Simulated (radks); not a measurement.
The numbers below are computed, except where a source is named.
The germanium ion Ge+, 31 electrons, occupied as [Ar] 3d10 4s2 4p1 (the NIST ground configuration).

Code: a radial shooting solver on a logarithmic mesh with Libxc functionals. Model: Dirac Kohn-Sham, RPBE, spin-unpolarised, spherical densities, finite nucleus; open shells fill j = l - 1/2 first; Fermi nuclear charge, rms radius 4.0742 fm.

Energy parts (hartree):
part                       energy
total                 -2098.87698
kinetic                2143.36840
electron-nucleus      -5055.02486
Hartree                 892.36800
exchange-correlation    -79.58853

Orbitals (lengths in bohr, moments of r in powers of bohr; r(max) is where P^2 peaks):
orbital	occ.	eigenvalue (hartree)	r(max)	<r>	<r^2>	<1/r>	small-component weight
1s1/2	2	-403.0604	0.03072	0.04699	0.002972	32.39	1.34e-02
2s1/2	2	-50.72701	0.1761	0.2097	0.05195	7.151	2.60e-03
2p1/2	2	-45.14571	0.1392	0.1812	0.04034	7.111	2.58e-03
2p3/2	4	-43.97458	0.1422	0.1848	0.04183	6.917	2.53e-03
3s1/2	2	-6.52229	0.5425	0.6239	0.4492	2.292	5.95e-04
3p1/2	2	-4.68282	0.5377	0.6397	0.4819	2.164	5.44e-04
3p3/2	4	-4.52586	0.5462	0.6504	0.4980	2.117	5.30e-04
3d3/2	4	-1.41592	0.5025	0.7315	0.6856	1.790	4.00e-04
3d5/2	6	-1.39440	0.5053	0.7368	0.6957	1.777	3.96e-04
4s1/2	2	-0.72415	1.718	2.034	4.745	0.6437	7.02e-05
4p1/2	1	-0.41501	2.070	2.545	7.543	0.5090	4.50e-05
4p3/2	0	-0.40621	2.103	2.585	7.778	0.5003	4.37e-05

The highest occupied level is 4p1/2 at -11.293 eV. The density falls to 0.001 e/bohr^3 at r = 3.93 bohr.
